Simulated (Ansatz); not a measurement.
Name a neutral molecule of C, Cl, Ge, O, Si and H with HOMO energy (PBE/def2-TZVPP) between -6.35 and -6.05 eV and HOMO–LUMO gap (PBE/def2-TZVPP) between 4.05 and 4.35 eV (Ansatz, PBE0-D4/def2-TZVP geometry).

`[SiH3][C@H]1[O][Ge@@H]1[Cl]` (-6.27 eV, 4.09 eV); `Cl[SiH2][GeH]1[CH2][O]1` (-6.06 eV, 4.09 eV). Other molecules can fit too; these were computed, each in one conformer that needn't be the lowest.
